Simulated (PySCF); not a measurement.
These are PySCF 2.14.0 with M06-2X/def2-TZVP // B3LYP-D3(BJ)/def2-SVP values and carry that method's errors. All species are isolated molecules in the gas phase. Delta-SCF ions had no search for a lower state. Excitations are Tamm–Dancoff values on a coarser integration grid. The basis has no diffuse functions, so Rydberg states are missing or too high.

Reference species (SMILES): `Cc1c([SiH3])ccc2ccsc12` (neutral, multiplicity 1).

* **T1 excitation (TDA)**: 3.54 eV
* **vertical ionisation energy (Delta-SCF)**: 8.12 eV
* **S1 oscillator strength**: 0.087
* **dipole moment**: 0.96 D

Changed species: `Cc1cc([SiH3])c2sccc2c1`.

### Question
What does the change do to the T1 excitation (TDA), vertical ionisation energy (Delta-SCF), S1 oscillator strength and dipole moment?

### Answer
the T1 excitation (TDA) goes up by 0.15 eV, to 3.69 eV; the vertical ionisation energy (Delta-SCF) increases by 0.09 eV, to 8.21 eV; the S1 oscillator strength drops by 0.051, to 0.036; the dipole moment rises by 0.57 D, to 1.53 D.
